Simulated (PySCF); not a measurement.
A geometry optimisation on `C=C=CC(F)(F)F`.

Computed with PBE0-D3(BJ)/def2-SVP geometry optimisation, gas phase (PySCF 2.14.0). Start geometry: GFN2-xTB. The input is one job of a driver script: a line of settings, then coordinates in Å.

Input:
```
{"job": {"xc": "PBE0", "basis": "def2-SVP", "d3": "d3bj", "grid": 2, "kind": "geom"}, "charge": 0, "multiplicity": 1}
C      2.078045    -0.234447    -0.231031
C      0.885814     0.244276    -0.132752
C     -0.323671     0.708563    -0.031338
C     -1.506631    -0.178815     0.196423
F     -2.430581    -0.044165    -0.773716
F     -2.139695     0.112347     1.349033
F     -1.194243    -1.479548     0.251006
H      2.710471    -0.354926     0.632845
H      2.491529    -0.527632    -1.181706
H     -0.562156     1.759000    -0.101293
```

Output:
```
step   0  E = -452.90115426  max force = 0.014720
step   1  E = -452.90239729  max force = 0.006590
step   2  E = -452.90255118  max force = 0.001983
step   3  E = -452.90261580  max force = 0.000914
step   4  E = -452.90264421  max force = 0.001323
step   5  E = -452.90267798  max force = 0.001087
step   6  E = -452.90272173  max force = 0.001425
step   7  E = -452.90274455  max force = 0.001037
step   8  E = -452.90276599  max force = 0.000572
step   9  E = -452.90276942  max force = 0.000271
optimisation converged
```

Energies in Eh; «max force» is the largest Cartesian gradient component in Eh/bohr.

Q: How much energy does the optimisation release, in eV?

A: E(step 0) − E(last step) = 0.001615 Eh, which is 0.044 eV.

Summary of the converged run: final energy -452.90277 Eh after 9 steps; dipole 2.49 D.

Hardware: one thread, Arm Neoverse V2 (aarch64), no GPU, shared host with 32 logical CPUs at a one-minute load of 24. Cost: 45 s, 0.58 GiB resident at most.
Labels such as C1 count atoms from 1, the log's own numbers from 0.
